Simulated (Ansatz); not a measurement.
# Two structures, one formula

Two relaxed structures of MgHIO, closed shell (PBE0-D4/def2-TZVP; forces vanish, vibrations not checked).

A:

```
4
angstrom
O -1.5324 0.5484 -0.4912
Mg 2.5664 -1.3002 1.4681
I 0.2093 -0.2285 0.3267
H -1.2433 0.9803 -1.3036
```

B:

O1  (-1.036, 0.505, -0.559)
Mg2  (0.347, -0.205, 0.248)
I3  (2.301, -1.257, 1.470)
H4  (-1.613, 0.957, -1.159)
(Å)

Ansatz 0.2.0; basis: def2-TZVPP; cores frozen in the correlated methods. Filled d shells of the heavier atoms are correlated. Core potentials replace the inner electrons of the atoms past krypton. The outer core shell of Li, Na, Mg and K is correlated. The def2 sets are not built for correlating such inner shells, so the correlated values are less sure here. B3LYP uses VWN-RPA correlation.

(1) Which structure is lower at CCSD(T), and by how much? (Judge from chemistry; the value comes from the calculation.)

T1 diagnostic: at most 0.016. The restricted Hartree–Fock reference is unstable towards an unrestricted one at one or more of these structures.

## Answers

(1) Computed: B, by 96.29 kcal/mol (electronic energy, against the other). By their contacts, A is MgHIO ([OH][I][Mg]) and B is MgHIO ([OH][Mg][I]).

All methods give the same order:

| method | E(B) − E(A) (kcal/mol) |
| --- | --- |
| PBE-D4 | -79.96 |
| r2SCAN-D4 | -93.59 |
| PBE0-D4 | -91.15 |
| B3LYP-D4 | -89.52 |
| wB97M-V | -97.41 |
| HF | -116.74 |
| MP2 | -100.93 |
| CCSD | -101.22 |
| CCSD(T) | -96.29 |

Labels in which every atom is bracketed show which atoms are joined, not bond orders.

For scale, one of the runs: CCSD(T)/def2-TZVPP, 127 basis functions, launched by `ansatz run in.yaml --threads 2 --pin off --events-out ev --progress --plain --max-ram 4352MiB`. Time: 24 s of wall clock on 2 CPU threads of an Intel Xeon Platinum 8259CL; the host was shared. Peak host memory: 0.83 GiB.
